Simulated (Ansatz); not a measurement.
Reaction (substitution at a C–C bond): `CCC(F)(F)F` + CH₃NH₂ → `CNCC(F)(F)F` + CH₄

Calculated with Ansatz (gas phase, PBE0-D4/def2-TZVP geometries, no zero-point term in ΔE). CCSD(T)/CBS is the MP2 limit (def2-TZVPP, def2-QZVPP) plus CCSD(T) − MP2 in def2-TZVPP, frozen cores. This one scheme is used for every species. DFT in def2-TZVPP. B3LYP here is the variant with VWN-RPA as its local correlation; programs differ in this. HSE06 is defined as in plane-wave codes. One conformer a species, not always the lowest.

```
             level  ΔE (kJ/mol)  difference from CCSD(T)/CBS
       LDA (SPW92)         15.7                         -7.2
            PBE-D4         18.7                         -4.2
         revPBE-D4         17.6                         -5.3
           BLYP-D4         16.5                         -6.4
         r2SCAN-D4         18.8                         -4.1
            B97M-V         19.0                         -3.9
          B3LYP-D4         18.2                         -4.7
        r2SCANh-D4         19.4                         -3.5
          HSE06-D4         20.4                         -2.5
          BHLYP-D4         19.3                         -3.6
      CAM-B3LYP-D4         18.3                         -4.6
           ωB97X-V         19.7                         -3.2
           ωB97M-V         20.5                         -2.4
            B2PLYP         20.9                         -2.0
          PBE-QIDH         22.2                         -0.7
               PBE         20.5                         -2.4
            revPBE         22.2                         -0.7
              BLYP         19.9                         -3.0
            r2SCAN         19.5                         -3.4
              PBE0         22.0                         -0.9
             B3LYP         20.8                         -2.1
           r2SCANh         20.2                         -2.7
           r2SCAN0         21.0                         -1.9
             HSE06         21.9                         -1.0
             BHLYP         21.3                         -1.6
         CAM-B3LYP         19.9                         -3.0
           LC-ωPBE         23.0                          0.1
RPA@PBE/def2-TZVPP         20.2                         -2.7
       HF/def2-SVP         15.3                         -7.6
      MP2/def2-SVP         15.1                         -7.8
     CCSD/def2-SVP         14.6                         -8.3
     HF/def2-TZVPP         21.8                         -1.1
    MP2/def2-TZVPP         21.8                         -1.1
SCS-MP2/def2-TZVPP         21.8                         -1.1
   CCSD/def2-TZVPP         21.9                         -1.0
CCSD(T)/def2-TZVPP         20.9                         -2.0
     HF/def2-QZVPP         22.1                         -0.8
    MP2/def2-QZVPP         23.1                          0.2
     MP2/CBS(def2)         23.9                          1.0
    CCSD/CBS(def2)         23.9                          1.0
       CCSD(T)/CBS         22.9                            0
```

(1) What do rigid-rotor, harmonic-oscillator terms from PBE0-D4/def2-TZVP frequencies (298.15 K, 1 bar) make of the CCSD(T)/CBS value? (An estimate is asked.)

Largest T1 diagnostic among the species: 0.011.

## Answers

(1) Ansatz gave: ΔZPE = -5.5 kJ/mol, ΔH = +19.2 kJ/mol, ΔS = -25 J/(mol·K), ΔG = +26.6 kJ/mol.

Leaving LDA and LC-ωPBE aside and taking each functional with its dispersion term where it has one, the values spread over 5.7 kJ/mol, from BLYP-D4 to PBE-QIDH. LDA lies −4.8 kJ/mol from PBE without D4. At CCSD(T), def2-SVP lies −9.4 kJ/mol from the extrapolated value and def2-TZVPP −2.0 kJ/mol.
